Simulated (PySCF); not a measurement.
Dipole response of Bi²⁺ (bismuth, charge +2)

[Xe] 4f14 5d10 6s2 6p1, 2P determinant. Calculation: PySCF 2.14, in aug-cc-pwCVTZ-DK3 with one added diffuse shell each of s, d, f type (12s10p9d6f1g, 138 functions); the spin-free X2C one-electron Hamiltonian (Gaussian nucleus). Coupled (time-dependent) response in atomic units; α is the mean over directions.

| method | mean α (bohr³) | α xx, yy, zz | C₆ (like pair) | S(−4) |
| --- | --- | --- | --- | --- |
| UHF | 16.94 | 16.19, 18.44, 16.19 | 127.1 | 72.15 |

S(−4) is the Cauchy moment in α(ω) = α(0) + S(−4) ω² + …

Spin-orbit coupling is absent.

α(iu) at UHF:

| u (hartree) | α(iu) (bohr³) |
| --- | --- |
| 0 | 16.94 |
| 0.0500 | 16.76 |
| 0.100 | 16.26 |
| 0.200 | 14.56 |
| 0.300 | 12.54 |
| 0.500 | 9.075 |
| 0.750 | 6.385 |
| 1.00 | 4.828 |
| 1.50 | 3.170 |
| 2.00 | 2.295 |
| 3.00 | 1.381 |
| 5.00 | 0.6531 |

For an ion, C₆ is the dispersion term alone; charge-induced terms of lower order in 1/R come first.

The components differ because the open shell of this determinant is not spherical; for a pure term their mean is the scalar polarisability.

Spin-orbit coupling, absent here, splits the open shell strongly.
